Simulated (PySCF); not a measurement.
An unknown is described by computed data only.

Formula: C4H6N4Si.

| Item | Value |
| --- | --- |
| NMR, other nuclei | isotropic shieldings of nuclei other than C and H, by class: -113 (1 N), -113 (1 N), -63 (1 N), -13 (1 N), 433 (1 Si) ppm [GIAO PBE0/pcSseg-1] |
| UV, first state | lowest singlet excitation: 5.83 eV (213 nm, f = 0.191) [TDDFT B3LYP/def2-SVPD] |
| UV, strongest line | among the 8 lowest singlet transitions: S7 at 6.96 eV (178 nm, f = 0.265) [TDDFT B3LYP/def2-SVPD] |
| Polarisability | 99.2 au [B3LYP/def2-SVPD] |
| 13C NMR | chemical shifts (computed TMS as zero) by class: 151.7 (1 C), 134.5 (1 C), 118.0 (1 C), 41.6 (1 C) ppm [GIAO PBE0/pcSseg-1] |
| Rotational structure | rotational constants A, B, C: 1.890, 1.193, 0.741 GHz [GFN2-xTB] |

Electronic properties: PySCF, gas phase, density fitting. Levels stand in brackets. Geometry: GFN2-xTB; no solvent, vibrations or thermal averaging. GFN2-xTB frequencies show an imaginary mode (30i cm⁻¹), so this geometry is no minimum at that level. NMR values are class means; diastereotopic atoms form classes of their own.

**Question.** Give a SMILES that accounts for the data.

**Answer.** Numbering: `[CH3:1][n:2]1[n:3][c:4]([SiH3:5])[c:6]([C:7]#[N:8])[n:9]1`. Its formula, C4H6N4Si, gives 5 degrees of unsaturation: 1 ring and 4 π bonds in the structure found (Kekulé form). 4 carbons fall into 4 classes; from least to most shielded: substituted aromatic carbon [C4] (151.7 ppm), substituted aromatic carbon [C6] (134.5 ppm), nitrile carbon [C7] (118.0 ppm), N-methyl carbon [C1] (41.6 ppm). The other shieldings belong to: -113 ppm, pyridine-type nitrogen [N3]; -113 ppm, pyridine-type nitrogen [N9]; -63 ppm, nitrile nitrogen [N8]; -13 ppm, pyrrole-type nitrogen [N2]; 433 ppm, SiH3 silicon [Si5]. S1 is mainly HOMO→LUMO (weight 0.88); the largest Löwdin shares of the orbital it empties are 0.19 on the pyrrole-type nitrogen, 0.19 on a substituted aromatic carbon, 0.16 on a substituted aromatic carbon and 0.15 on the nitrile nitrogen, of the orbital it fills 0.28 on a pyridine-type nitrogen, 0.15 on the pyrrole-type nitrogen, 0.15 on a substituted aromatic carbon and 0.14 on the nitrile nitrogen. By its constants the optimised geometry is an asymmetric top. Structure: `Cn1nc([SiH3])c(C#N)n1`. The assignments are read from this structure; whether some other isomer fits the data as well wasn't checked.
